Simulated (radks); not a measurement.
Results of a calculation; reference values are marked as such.
The mean radii <r> (bohr) of the occupied orbitals of an atom or ion are listed with their occupations. Code: a radial shooting solver on a logarithmic mesh with Libxc functionals. Model: scalar-relativistic Kohn-Sham, LDA (Slater exchange, VWN5 correlation), spin-polarised, spherical densities, point nucleus.

orbital  occ.      <r>
1s up       1  0.01960
1s down     1  0.01958
2p up       2  0.07029
3d up       2   0.1558

Name the element and its charge. Open shells, if any, are filled with parallel spins first.

Answer. Z = 70, ytterbium, charge +64: Yb64+ in [He] 2p2 3d2. The 1s radius gives Z: for a bare nucleus <r> = (2 gamma + 1)/(2Z) with gamma = sqrt(1 - (Z/c)^2), 0.01942 bohr for Z = 70, and screening makes it slightly larger (0.01960 here). The occupations add up to 6, and the charge is Z minus that.
